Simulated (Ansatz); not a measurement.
Ansatz (a program for electronic structure) input:

Ansatz 0.2 input:
```yaml
crystal:
  periodic: [false, false, false]
  atoms:
    - {symbol: Cd, position_ang: [-0.00000000, -0.00000000, -0.62747336]}
    - {symbol: Cl, position_ang: [0.00000000, 0.00000000, 1.77168950]}
basis:
  gaussian:
    orbitals: def2-TZVPD
hamiltonian:
  xc: {name: CAM-B3LYP}
magnetization: {spin_polarized: true, initial_magnetization: 1}
output: {forces: true}
```

Task: Which total energy does the run end on?

Result: -627.98430 Eh (CAM-B3LYP/def2-TZVPD). The basis has 86 functions.

The spin state was set by rule; other spins were not relaxed.
